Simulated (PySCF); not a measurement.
## Cr²⁺ (chromium, charge +2) across methods

[Ar] 3d3 4s1, high-spin 5F determinant (an excited configuration). Calculation: PySCF 2.14, in aug-cc-pVQZ-DK; scalar relativity by spin-free X2C-1e.

| method | E (hartree) | mean ε 3p β (eV) | mean ε 3d α (eV) | mean ε 4s α (eV) | Σ⟨r²⟩ (bohr²) | ⟨S²⟩ |
| --- | --- | --- | --- | --- | --- | --- |
| PW91 | -1049.735 | -70.752 | -30.223 | -21.590 | 20.99 | 6.000 |
| r2SCAN | -1049.655 | -71.575 | -30.861 | -21.716 | 20.95 | 6.001 |
| BP86 | -1049.818 | -70.843 | -30.200 | -21.684 | 20.96 | 6.000 |
| UHF | -1048.67921 | -80.980 | -39.512 | -24.204 | 21.19 | 6.002 |
| LDA | -1047.328 | -70.765 | -30.157 | -21.783 | 20.97 | 6.000 |
| PBE0 | -1049.477 | -73.619 | -32.631 | -22.281 | 21.00 | 6.001 |
| BLYP | -1049.734 | -70.494 | -29.963 | -21.429 | 21.00 | 6.001 |
| PBE | -1049.440 | -70.655 | -30.113 | -21.499 | 21.02 | 6.000 |
